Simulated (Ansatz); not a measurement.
Input file for BH7OSi2 (`B[SiH](O)[SiH3]`):

```yaml
crystal:
  periodic: [false, false, false]
  atoms:
    - {symbol: B, position_ang: [-1.132795, 1.647121, 0.016260]}
    - {symbol: Si, position_ang: [0.473801, 0.542511, -0.352070]}
    - {symbol: O, position_ang: [0.707435, 0.288774, -1.974395]}
    - {symbol: Si, position_ang: [0.093418, -1.487607, 0.797550]}
    - {symbol: H, position_ang: [-1.966355, 1.893812, -0.803095]}
    - {symbol: H, position_ang: [-1.321827, 2.013219, 1.140270]}
    - {symbol: H, position_ang: [1.698997, 1.130688, 0.274231]}
    - {symbol: H, position_ang: [1.445921, -0.266136, -2.228796]}
    - {symbol: H, position_ang: [-1.229083, -2.078662, 0.456048]}
    - {symbol: H, position_ang: [1.146312, -2.476062, 0.426580]}
    - {symbol: H, position_ang: [0.149475, -1.264857, 2.267918]}
basis:
  gaussian: {orbitals: def2-TZVPP}
correlation: {method: ccsd_t}
output: {orbitals: {seedname: orbitals}}
```

```sh
$ ansatz run in.yaml --threads 2 --pin off --events-out ev --progress --plain --max-ram 4352MiB
```

Output of Ansatz, abridged:

```
Functional definition: HF
  name "HF"
  cite "Fock, Z. Phys. 61, 126 (1930) doi:10.1007/BF01340294"
  parent pbe
  exchange = exact_x
  correlation = 0
1410 factors; integrals over basis functions are off by at most 1.1e-3 eV
mean field evaluation 1: about -18542.2903 eV, gradient 3.7e1 eV
mean field evaluation 2: about -18542.5127 eV, gradient 3.8e1 eV
mean field evaluation 4: about -18546.0279 eV, gradient 3.9e0 eV
mean field evaluation 8: about -18546.1162 eV, gradient 2.3e-1 eV
mean field evaluation 16: about -18546.1167 eV, gradient 1.6e-6 eV
mean field -18546.11668297 eV, -681.5572170897 hartree, gradient 1.6e-6 eV, S^2 0.000000; 0 other end points of the search recorded, 0 dependent functions left out
12 core orbitals not correlated: weight in the atoms' cores, before any rotation towards them, 1.000 or more for the frozen orbitals, at most 0.000 for the correlated occupied ones
reference -18546.11668297 eV, -681.5572170897 hartree; 12, 12 occupied and 220, 220 virtual orbitals, 1410 factors
second order -16.07328306 eV of doubles, -0.00000000 eV of singles
cycle   1  -17.05093214 eV  change   -9.8e-1 eV  update   9.8e-2
cycle   2  -17.56746056 eV  change   -5.2e-1 eV  update   3.1e-2
cycle   3  -17.66250443 eV  change   -9.5e-2 eV  update   1.6e-2
cycle   4  -17.65292109 eV  change    9.6e-3 eV  update   4.8e-3
cycle   5  -17.65146858 eV  change    1.5e-3 eV  update   2.3e-3
cycle   6  -17.65152749 eV  change   -5.9e-5 eV  update   9.1e-4
cycle   7  -17.65110608 eV  change    4.2e-4 eV  update   4.0e-4
cycle   8  -17.65119655 eV  change   -9.0e-5 eV  update   1.7e-4
cycle   9  -17.65128387 eV  change   -8.7e-5 eV  update   6.8e-5
cycle  10  -17.65124951 eV  change    3.4e-5 eV  update   3.0e-5
cycle  11  -17.65125368 eV  change   -4.2e-6 eV  update   1.5e-5
perturbative correction -0.60662340 eV, -0.0222929986 hartree
Total energy: -18564.37456005 eV, -682.2281816967 hartree
```

It took 8.5 min on 2 threads of an Arm Neoverse V2 on a shared host, with 1.9 GiB of host memory at the peak.

MP2 recovers 88.0 % of the CCSD(T) correlation energy and the triples give 3.3 %; T1 = 0.0135.
